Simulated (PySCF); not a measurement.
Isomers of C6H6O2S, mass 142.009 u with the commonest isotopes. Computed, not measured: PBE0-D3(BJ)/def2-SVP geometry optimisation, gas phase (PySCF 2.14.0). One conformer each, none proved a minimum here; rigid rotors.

**Question.** Order these by radius of gyration √(Σ m r²/M), largest first.
A. `[cH:1]1[s:2][cH:3][c:4]2[c:5]1[O:6][CH2:7][CH2:8][O:9]2` with C4–C5–O6–C7 16°, C5–O6–C7–C8 -45°, O6–C7–C8–O9 63°, C7–C8–O9–C4 -45° (3,4-ethylenedioxythiophene)
B. `[CH3:1][O:2][C:3](=[O:4])[c:5]1[cH:6][cH:7][s:8][cH:9]1` with C1–O2–C3–O4 0°, O2–C3–C5–C6 1°
C. `[CH3:1][O:2][C:3](=[O:4])[c:5]1[cH:6][cH:7][cH:8][s:9]1` with C1–O2–C3–O4 0°, O2–C3–C5–C6 -179°

**Answer.** B (2.306 Å), C (2.170 Å), A (2.019 Å).

**Question.** Order these by dipole moment, largest first.
A. `[CH3:1][C:2](=[O:3])[O:4][c:5]1[cH:6][cH:7][s:8][cH:9]1` with C1–C2–O4–C5 179°, C2–O4–C5–C6 180°
B. `[CH3:1][O:2][C:3](=[O:4])[c:5]1[cH:6][cH:7][s:8][cH:9]1` with C1–O2–C3–O4 0°, O2–C3–C5–C6 1°
C. `[CH3:1][O:2][C:3](=[O:4])[c:5]1[cH:6][cH:7][cH:8][s:9]1` with C1–O2–C3–O4 0°, O2–C3–C5–C6 -179°

**Answer.** A (2.19 D), B (1.91 D), C (1.65 D).

**Question.** Order these by rotational constant C, largest first.
A. `[CH3:1][O:2][C:3](=[O:4])[c:5]1[cH:6][cH:7][cH:8][s:9]1` with C1–O2–C3–O4 0°, O2–C3–C5–C6 -179°
B. `[cH:1]1[s:2][cH:3][c:4]2[c:5]1[O:6][CH2:7][CH2:8][O:9]2` with C4–C5–O6–C7 16°, C5–O6–C7–C8 -45°, O6–C7–C8–O9 63°, C7–C8–O9–C4 -45°
C. `[CH3:1][O:2][C:3](=[O:4])[c:5]1[cH:6][cH:7][s:8][cH:9]1` with C1–O2–C3–O4 0°, O2–C3–C5–C6 1°

**Answer.** B (883.4 MHz), A (757.5 MHz), C (670.9 MHz).

| SMILES | point group | Ia (u·Å²) | Ib (u·Å²) | Ic (u·Å²) | κ | μa (D) | μb (D) | μc (D) |
| --- | --- | --- | --- | --- | --- | --- | --- | --- |
| COC(=O)c1cccs1 | Cs | 150.60 | 519.75 | 667.14 | -0.83 | 0.90 | 1.38 | 0.02 |
| COC(=O)c1ccsc1 | near Cs | 121.25 | 635.19 | 753.23 | -0.93 | 0.15 | 1.90 | 0.00 |
| CC(=O)Oc1ccsc1 | near Cs | 123.14 | 626.72 | 746.67 | -0.92 | 0.63 | 2.10 | 0.08 |
| c1scc2c1OCCO2 | C2 | 147.94 | 438.18 | 572.10 | -0.79 | 2.12 | 0.00 | 0.00 |
